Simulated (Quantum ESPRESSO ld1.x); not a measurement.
The mean radii <r> (bohr) of the occupied orbitals of an atom or ion are listed with their occupations. Calculated with ld1.x of Quantum ESPRESSO 7.5: scalar-relativistic Kohn-Sham, LDA (Slater exchange, Perdew-Zunger correlation), spin-polarised, spherical densities, point nucleus.

| orbital | occ. | <r> |
|---|---|---|
| 1s up | 1 | 0.01967 |
| 1s down | 1 | 0.01967 |
| 2s up | 1 | 0.08338 |
| 2s down | 1 | 0.08338 |
| 2p up | 3 | 0.07417 |
| 2p down | 3 | 0.07417 |
| 3s up | 1 | 0.2170 |
| 3s down | 1 | 0.2169 |
| 3p up | 3 | 0.2164 |
| 3p down | 3 | 0.2164 |
| 3d up | 5 | 0.1962 |
| 3d down | 5 | 0.1962 |
| 4s up | 1 | 0.4878 |
| 4s down | 1 | 0.4878 |
| 4p up | 3 | 0.5179 |
| 4p down | 3 | 0.5179 |
| 4d up | 5 | 0.5587 |
| 4d down | 5 | 0.5588 |
| 5s up | 1 | 1.192 |
| 5s down | 1 | 1.191 |
| 5p up | 3 | 1.417 |
| 5p down | 3 | 1.412 |
| 4f up | 7 | 0.7396 |
| 4f down | 6 | 0.7396 |
| 6s up | 1 | 3.329 |
| 5d up | 1 | 2.485 |

Name the element and its charge. Open shells, if any, are filled with parallel spins first.

Answer. Z = 70, ytterbium, charge +1: Yb+ in [Xe] 4f13 5d1 6s1. The 1s radius gives Z: for a bare nucleus <r> = (2 gamma + 1)/(2Z) with gamma = sqrt(1 - (Z/c)^2), 0.01942 bohr for Z = 70, and screening makes it slightly larger (0.01967 here). The occupations add up to 69, and the charge is Z minus that.
